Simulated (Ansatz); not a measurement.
Cs2I2. Charge 0, multiplicity 3. Geometry B3LYP-D4/def2-SVP; atoms count from 1.

```xyz
4

Cs   -2.1156    2.7219   -0.3557
Cs    2.1182   -2.7197    0.3574
I     0.6843    0.3375   -1.4878
I    -0.6869   -0.3397    1.4860
```

In the def2 sets Cs, I take a core potential; there is no spin–orbit coupling. At PBE0-D4/def2-TZVP a singlet of charge 0 lies 3.44 eV below the triplet, each at its own geometry. The structure comes from a short search, and lower isomers may exist.

Estimate the Mulliken populations from the PBE0/def2-TZVP orbitals of Ansatz.


```csv
atom,charge (e),spin (α − β)
Cs1,0.40,0.50
Cs2,0.40,0.50
I3,-0.40,0.50
I4,-0.40,0.50
```
Mulliken values and Mayer orders depend strongly on the basis.

Where does the spin sit?

Summed by element: Cs 1.00, I 1.00, of 2 unpaired in all. Largest on single atoms: Cs2 0.50, Cs1 0.50, I3 0.50.

And the Mayer bond orders between bonded heavy atoms (over 0.3)?

I3–I4 0.51 (3.34 Å). Values over 0.3 also appear between atoms too far apart for a bond (Cs1–Cs2 0.49 at 6.93 Å); they arise where an orbital or an unpaired electron spreads over both atoms.
